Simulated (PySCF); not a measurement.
AlClH4OSi, SMILES [OH][Al]([SiH3])[Cl].

Geometry optimised at r2SCAN-D4/def2-SVP. The values are those of a single conformer.

Level of theory: r2SCAN-D4/def2-SVP in PySCF.

Frequencies are harmonic and unscaled.

Q: Give all harmonic wavenumbers and intensities. (Estimate from the structure and the level; the computed values follow.)

A: 
```json
[
 {"mode": "1", "ν (cm⁻¹)": "40", "IR (km/mol)": "0.0", "moving atoms (share of kinetic energy)": "H 96 %"},
 {"mode": "2", "ν (cm⁻¹)": "100", "IR (km/mol)": "2.5", "moving atoms (share of kinetic energy)": "Cl 31 %, Si 23 %, Al 18 %, O 15 %, H 13 %"},
 {"mode": "3", "ν (cm⁻¹)": "176", "IR (km/mol)": "12.9", "moving atoms (share of kinetic energy)": "Al 62 %, H 18 %, O 12 %"},
 {"mode": "4", "ν (cm⁻¹)": "185", "IR (km/mol)": "24.7", "moving atoms (share of kinetic energy)": "O 46 %, Si 16 %, H 16 %, Cl 16 %"},
 {"mode": "5", "ν (cm⁻¹)": "355", "IR (km/mol)": "8.8", "moving atoms (share of kinetic energy)": "Si 40 %, Cl 23 %, Al 17 %, O 12 %"},
 {"mode": "6", "ν (cm⁻¹)": "387", "IR (km/mol)": "140.2", "moving atoms (share of kinetic energy)": "H 84 %, O 12 %"},
 {"mode": "7", "ν (cm⁻¹)": "459", "IR (km/mol)": "12.8", "moving atoms (share of kinetic energy)": "H 84 %, Si 10 %"},
 {"mode": "8", "ν (cm⁻¹)": "463", "IR (km/mol)": "12.9", "moving atoms (share of kinetic energy)": "H 80 %, Si 12 %"},
 {"mode": "9", "ν (cm⁻¹)": "511", "IR (km/mol)": "81.8", "moving atoms (share of kinetic energy)": "H 52 %, O 17 %, Al 15 %, Cl 14 %"},
 {"mode": "10", "ν (cm⁻¹)": "585", "IR (km/mol)": "245.9", "moving atoms (share of kinetic energy)": "Al 47 %, H 31 %, Cl 14 %"},
 {"mode": "11", "ν (cm⁻¹)": "843", "IR (km/mol)": "200.8", "moving atoms (share of kinetic energy)": "H 84 %"},
 {"mode": "12", "ν (cm⁻¹)": "890", "IR (km/mol)": "44.6", "moving atoms (share of kinetic energy)": "O 45 %, Al 38 %, H 15 %"},
 {"mode": "13", "ν (cm⁻¹)": "930", "IR (km/mol)": "34.5", "moving atoms (share of kinetic energy)": "H 98 %"},
 {"mode": "14", "ν (cm⁻¹)": "931", "IR (km/mol)": "48.0", "moving atoms (share of kinetic energy)": "H 96 %"},
 {"mode": "15", "ν (cm⁻¹)": "2202", "IR (km/mol)": "45.6", "moving atoms (share of kinetic energy)": "H 99 %"},
 {"mode": "16", "ν (cm⁻¹)": "2209", "IR (km/mol)": "73.8", "moving atoms (share of kinetic energy)": "H 96 %"},
 {"mode": "17", "ν (cm⁻¹)": "2221", "IR (km/mol)": "78.2", "moving atoms (share of kinetic energy)": "H 96 %"},
 {"mode": "18", "ν (cm⁻¹)": "3927", "IR (km/mol)": "115.0", "moving atoms (share of kinetic energy)": "H 94 %"}
]
```
